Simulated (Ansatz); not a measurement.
A made-up structure of BGeH$_{5}$O, singlet:

O1  (-1.514, 0.586, -1.146)
B2  (-0.186, 0.412, -0.991)
Ge3  (0.644, -0.356, 0.754)
H4  (0.264, 1.341, -0.485)
H5  (0.492, 0.728, -1.927)
H6  (-0.447, -0.681, 1.801)
H7  (1.428, -1.654, 0.488)
H8  (1.623, 0.639, 1.404)
(Å)

It is relaxed with PBE-D4/def2-SVP and then PBE0-D4/def2-TZVP (Ansatz 0.2.0). Atoms count as bonded within 1.22 times the sum of their covalent radii (H–H: 0.88 Å). The end point is not checked to be a true minimum.

(1) Does its bonding change? (Judge from chemistry; the calculation decides.)

Answers

(1) By the calculation: Yes. Formed: Ge3–H4; broken: B2–Ge3, B2–H4.

Where it ends: The first stage lowers the energy by 3.51 eV in 44 steps. It ends as a complex of BHO ([BH][O]) + GeH₄:
```
atom    x (Å)    y (Å)    z (Å)
  O1  -0.4160   0.3212  -1.4857
  B2  -0.8363   0.4920  -2.5946
 Ge3   0.9553  -0.0900   1.5205
  H4   1.2845   1.3163   1.0072
  H5  -1.2474   0.6591  -3.6798
  H6  -0.5614  -0.2606   1.6609
  H7   1.5209  -1.1477   0.5662
  H8   1.6044  -0.2753   2.9045
```

Labels in which every atom is bracketed show which atoms are joined, not bond orders.

For scale, one of the runs: PBE0-D4/def2-TZVP relaxation, 140 basis functions, launched by `ansatz run in.yaml --threads 2 --pin off --events-out ev --progress --plain --max-ram 4352MiB`. Hardware: 2 CPU threads of an Arm Neoverse V1, shared host. Wall time about 13 s.
